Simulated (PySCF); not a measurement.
## Relaxation of singlet V2Se

All numbers come from PBE0/[Se def2-SVP, V def2-SVP], no relativity, density fitting, PySCF. A (50,194) grid was used.

A hand-made bent start, of C2v symmetry, held to at least that symmetry:

```xyz
3
charge 0 multiplicity 1, angstrom
Se    0.0000    0.0000   -0.8036
V     2.0479    0.0000    0.6303
V    -2.0479    0.0000    0.6303
```

Optimiser trace:
| step | E − E(last) (kJ/mol) | largest gradient (Eh/bohr) |
| --- | --- | --- |
| 0 | 70.67 | 0.02894 |
| 1 | 50.67 | 0.02225 |
| 2 | 30.62 | 0.02254 |
| 3 | 21.77 | 0.01459 |
| 4 | 5.79 | 0.02169 |
| 5 | 1.96 | 0.00736 |
| 6 | 0.05 | 0.00065 |
| 7 | 0.00 | 0.00015 |
| 8 | 0.00 | 0.00001 |

It ends at C2v with Se–V 2.324 Å (×2), V–V 2.978 Å; Se–V–V 50.2° (×2), V–Se–V 79.7°. No frequency check is given, so it may be a saddle point.

Stability towards spin polarisation was not tested. At this level a septet minimum of C2v symmetry lies 459 kJ/mol below this structure.

The relaxation took 2.9 min on 2 threads of a shared Intel Xeon @ 2.50GHz (Skylake/Cascade Lake) host, with 94 basis functions and 9 gradients; the process peaked at 0.59 GiB. Launch command: `OMP_NUM_THREADS=2 python axn.py task.json out`.
